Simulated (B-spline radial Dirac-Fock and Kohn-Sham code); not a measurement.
# Binding energies of W¹³⁺

System: W¹³⁺, [Kr] 4d10 4f13 5s2; nuclear rms radius 5.3658 fm (A = 184).

Input of the calculation (task.json; shells as n, l, electrons):

```json
{"items": [{
  "Z": 74,
  "q": 13,
  "cfg": [[1, 0, 2], [2, 0, 2], [2, 1, 6], [3, 0, 2], [3, 1, 6], [3, 2, 10], [4, 0, 2], [4, 1, 6], [4, 2, 10], [4, 3, 13], [5, 0, 2]],
  "A": 184,
  "rrms": 5.3658,
  "do": ["binding"]
}]}
```

Launch: `python xray_run.py task.json out`

Method: Dirac-Fock (average of configuration) total-energy differences with a finite nucleus, the Breit interaction including its frequency dependence, and self-energy and vacuum-polarisation corrections. Computed with an atomic code on a B-spline grid. The model has no electron correlation. Energies are counted from the vacuum level.

All terms are in eV, carry their sign (relaxation lowers the binding energy) and add up to the binding energy; ⟨r⟩ is the mean radius of the orbital in the initial state.

| subshell | −ε (Koopmans) | relaxation | Breit | QED | binding energy | ⟨r⟩ (bohr) |
| --- | --- | --- | --- | --- | --- | --- |
| K | 70227.2 | -80.34 | -229.00 | -120.08 | 69797.8 | 0.018 |
| L1 | 12468.3 | -45.25 | -25.62 | -17.54 | 12379.9 | 0.077 |
| L2 | 11908.8 | -49.70 | -42.42 | 0.03 | 11816.7 | 0.064 |
| L3 | 10552.9 | -46.64 | -25.74 | -1.70 | 10478.8 | 0.072 |
| M1 | 3126.4 | -22.69 | -4.69 | -4.04 | 3094.9 | 0.200 |
| M2 | 2878.0 | -23.71 | -8.01 | -0.09 | 2846.2 | 0.190 |
| M3 | 2580.1 | -22.11 | -4.51 | -0.43 | 2553.1 | 0.205 |
| M4 | 2168.6 | -24.74 | -3.50 | 0.31 | 2140.7 | 0.180 |
| M5 | 2104.5 | -24.16 | -2.24 | 0.14 | 2078.2 | 0.184 |
| N1 | 873.0 | -6.43 | -1.04 | -0.98 | 864.5 | 0.448 |
| N2 | 768.2 | -6.36 | -1.74 | -0.01 | 760.1 | 0.454 |
| N3 | 698.0 | -5.47 | -0.90 | -0.09 | 691.5 | 0.485 |
| N4 | 526.7 | -5.24 | -0.56 | 0.08 | 521.0 | 0.498 |
| N5 | 513.5 | -4.96 | -0.29 | 0.04 | 508.3 | 0.509 |
| N6,7 | 295.1 | -4.43 | 0.06 | 0.05 | 290.7 | 0.556 |
| O1 | 306.0 | -0.51 | -0.25 | -0.22 | 305.1 | 0.974 |

For the deepest level, K (1s), the Breit terms make up -0.328 % of the binding energy, QED -0.172 % and orbital relaxation -0.115 %.

Spin-orbit splittings: 2p 1337.9 eV, 3p 293.1 eV, 3d 62.46 eV, 4p 68.59 eV, 4d 12.71 eV.

Going to the tabulated ground configuration of the next ion removes an electron from N6,7 (4f), computed at 290.7 eV. NIST lists 290.7 ± 1.2 eV as the ionisation energy of this species (semi-empirical), -0.05 eV from the computed value, within the stated uncertainty.
